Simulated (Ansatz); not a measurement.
Coupled-cluster run, `[OH][Ta]([F])([F])([F])[F]`.

```yaml
crystal:
  periodic: [false, false, false]
  atoms:
    - {symbol: O, position_ang: [0.140808, -1.243147, -0.839420]}
    - {symbol: Ta, position_ang: [-0.027515, 0.301194, 0.199637]}
    - {symbol: F, position_ang: [1.078179, -0.397439, 1.519001]}
    - {symbol: F, position_ang: [-1.868596, 0.092456, 0.326121]}
    - {symbol: F, position_ang: [0.688496, 1.360991, -1.147086]}
    - {symbol: F, position_ang: [-0.190248, 1.854992, 1.253352]}
    - {symbol: H, position_ang: [0.240076, -2.036948, -1.357304]}
basis:
  gaussian: {orbitals: def2-TZVPP}
correlation: {method: ccsd_t}
output: {orbitals: {seedname: orbitals}}
```

```sh
$ ansatz run in.yaml --threads 4 --pin off --events-out ev --progress --plain --max-ram 10444MiB
```

Output of Ansatz, abridged:

```
Functional definition: HF
1472 factors; integrals over basis functions are off by at most 8.6e-4 eV
mean field evaluation 1: about -14417.6632 eV, gradient 7.3e1 eV
mean field evaluation 2: about -14417.8315 eV, gradient 7.3e1 eV
mean field evaluation 4: about -14426.1057 eV, gradient 2.7e0 eV
mean field evaluation 8: about -14426.1674 eV, gradient 2.9e-1 eV
mean field -14426.16763550 eV, -530.1518821970 hartree, gradient 3.5e-6 eV, S^2 0.000000; 0 other end points of the search recorded, 0 dependent functions left out
5 core orbitals not correlated: weight in the atoms' cores, before any rotation towards them, 1.000 or more for the frozen orbitals, at most 0.000 for the correlated occupied ones
reference -14426.16763550 eV, -530.1518821970 hartree; 24, 24 occupied and 196, 196 virtual orbitals, 1472 factors
second order -44.78097341 eV of doubles, -0.00000000 eV of singles
cycle   1  -42.79828073 eV  change     2.0e0 eV  update   2.0e-1
cycle   2  -43.94584946 eV  change    -1.1e0 eV  update   9.3e-2
cycle   3  -44.21899616 eV  change   -2.7e-1 eV  update   3.3e-2
cycle   4  -44.19494893 eV  change    2.4e-2 eV  update   1.0e-2
cycle   5  -44.17706027 eV  change    1.8e-2 eV  update   2.7e-3
cycle   6  -44.17864309 eV  change   -1.6e-3 eV  update   1.0e-3
cycle   7  -44.17905749 eV  change   -4.1e-4 eV  update   3.3e-4
cycle   8  -44.17875810 eV  change    3.0e-4 eV  update   1.5e-4
cycle   9  -44.17874558 eV  change    1.3e-5 eV  update   5.1e-5
perturbative correction -1.64306423 eV, -0.0603814967 hartree
Total energy: -14471.98944531 eV, -531.8358026483 hartree
```

It took 3.9 min on 4 threads of an Arm Neoverse V2 on a shared host, with 4.9 GiB of host memory at the peak.

The correlation energy is -45.822 eV, 3.6 % of it from (T); the T1 diagnostic reads 0.0181.
